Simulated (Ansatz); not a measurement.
Cost and result for the atomization energy of CH7ClOSi2 (`OC([SiH3])[SiH2]Cl`) (12 atoms, 11 bonds).

Z-matrix (Å, degrees):
```
C
Si 1 1.891
Si 1 1.878 2 112.3
O 1 1.426 2 107.6 3 123.0
H 1 1.103 2 106.5 3 -117.4
H 2 1.489 1 107.8 3 57.6
H 2 1.484 1 110.1 3 177.1
H 2 1.484 1 110.2 3 -61.5
Cl 3 2.069 1 106.0 2 170.0
H 3 1.481 1 112.3 2 53.7
H 3 1.482 1 111.9 2 -72.1
H 4 0.964 1 108.5 2 -173.1
```

The species carries charge 0 and has multiplicity 1. Geometry: relaxed with PBE0-D4/def2-TZVP. It is one conformer, not always the lowest. Program: Ansatz. All runs use 4 threads of a server CPU on a shared host. Times are those of one run each, without the atoms' runs, and a repeat can differ threefold. Electronic energies, without spin–orbit coupling; frozen cores. CCSD(T)/CBS adds CCSD(T) − MP2 in def2-TZVPP to the MP2 limit, and its time is that of the two runs behind it. T1 = 0.011. HSE06 is the plane-wave form, built on full-range PBE exchange.

CCSD(T)/CBS is a level of theory with its own doubt, some kJ/mol a heavy atom from the limit and from the frozen cores, so smaller differences don't rank the functionals.

| level | functions | wall time |
| --- | --- | --- |
| revPBE-D4/def2-TZVPP | 286 | 2.8 s |
| BLYP-D4/def2-TZVPP | 286 | 2.8 s |
| PBE0-D4/def2-TZVPP | 286 | 4.6 s |
| HSE06-D4/def2-TZVPP | 286 | 5 s |
| CAM-B3LYP-D4/def2-TZVPP | 286 | 5.5 s |
| CCSD(T)/def2-SVP | 117 | 6.5 s |
| r2SCAN-D4/def2-TZVPP (with forces) | 286 | 7 s |
| B2PLYP/def2-TZVPP | 286 | 7.5 s |
| ωB97X-V/def2-TZVPP | 286 | 11 s |
| ωB97M-V/def2-TZVPP (with forces) | 286 | 17 s |
| MP2/def2-QZVPP | 534 | 31 s |
| CCSD(T)/def2-TZVPP | 286 | 4.3 min |
| CCSD(T)/CBS(def2) | – | 4.8 min |

Q: What atomization energy does each give, and how far from CCSD(T)/CBS? (Estimate.)

A: The calculation gave: 
```
                             level  atomization (kcal/mol)  difference from CCSD(T)/CBS  per bond
              revPBE-D4/def2-TZVPP                   929.8                        -16.8      -1.5
                BLYP-D4/def2-TZVPP                   934.8                        -11.8      -1.1
                PBE0-D4/def2-TZVPP                   937.9                         -8.7      -0.8
               HSE06-D4/def2-TZVPP                   938.4                         -8.2      -0.7
           CAM-B3LYP-D4/def2-TZVPP                   945.3                         -1.3      -0.1
                  CCSD(T)/def2-SVP                   880.5                        -66.1      -6.0
r2SCAN-D4/def2-TZVPP (with forces)                   945.3                         -1.3      -0.1
                 B2PLYP/def2-TZVPP                   929.3                        -17.3      -1.6
                ωB97X-V/def2-TZVPP                   950.5                          3.9       0.4
  ωB97M-V/def2-TZVPP (with forces)                   948.0                          1.4       0.1
                    MP2/def2-QZVPP                   944.9                         -1.7      -0.2
                CCSD(T)/def2-TZVPP                   919.7                        -26.9      -2.4
                 CCSD(T)/CBS(def2)                   946.6                          0.0       0.0
```

At CCSD(T), def2-SVP lies −66.1 kcal/mol from the extrapolated value and def2-TZVPP −26.9 kcal/mol: correlation converges slowly with the basis, and small sets miss more of it in the bonded molecule than in its fragments. The D4 term adds +11.8 kcal/mol with B3LYP and +6.2 kcal/mol with PBE0; it sums over pairs of atoms, weighted by their polarisabilities, and B3LYP, whose exchange is more repulsive, gets the larger term. In def2-TZVPP, CCSD(T) changes the Hartree–Fock value by +226.5 kcal/mol (the triples alone add +12.5 kcal/mol) and MP2 by +235.7 kcal/mol; breaking electron pairs costs correlation energy, which Hartree–Fock lacks.

B3LYP here is the variant with VWN-RPA as its local correlation; programs differ in this.
